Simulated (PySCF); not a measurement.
# Spinor energies of Al⁺ (aluminium, charge +1)

Start: [Ne] 3s2. Calculated with PySCF 2.14 in x2c-TZVPall-2c: generalised Hartree-Fock with the X2C-1e Hamiltonian and a Gaussian nucleus; one run each with spin-orbit coupling (SO) switched off, then screened by Boettger's factors.

```json
{"spinor shell": "1s1/2", "electrons": "2", "ε, spin-free (eV)": "-1603.5", "ε, screened SO (eV)": "-1603.5", "weight of nominal j (screened SO)": "1.000", "rms radius, screened SO (bohr)": "0.139"}
{"spinor shell": "2s1/2", "electrons": "2", "ε, spin-free (eV)": "-142.45", "ε, screened SO (eV)": "-142.45", "weight of nominal j (screened SO)": "1.000", "rms radius, screened SO (bohr)": "0.675"}
{"spinor shell": "2p1/2", "electrons": "2", "ε, spin-free (eV)": "-95.796", "ε, screened SO (eV)": "-96.117", "weight of nominal j (screened SO)": "1.000", "rms radius, screened SO (bohr)": "0.673"}
{"spinor shell": "3s1/2", "electrons": "2", "ε, spin-free (eV)": "-17.777", "ε, screened SO (eV)": "-17.777", "weight of nominal j (screened SO)": "1.000", "rms radius, screened SO (bohr)": "2.61"}
```

(1) Where does 2p3/2 lie, and what is the 2p spin-orbit splitting (screened SO)?

```json
{"quantity": "E (hartree)", "spin-free": "-242.10466", "screened SO": "-242.10481"}
{"quantity": "M_J", "spin-free": "0", "screened SO": "0"}
{"quantity": "⟨J²⟩", "spin-free": "0.000", "screened SO": "0.000"}
{"quantity": "⟨L²⟩", "spin-free": "0.000", "screened SO": "0.000"}
{"quantity": "⟨S²⟩", "spin-free": "0.000", "screened SO": "0.000"}
```

Without spin-orbit coupling the j labels of p, d and f shells carry no meaning; the spin-free column gives the mean over the occupied spinors of each nl shell.

Results:

(1) At -95.636 eV, 0.482 eV above 2p1/2.
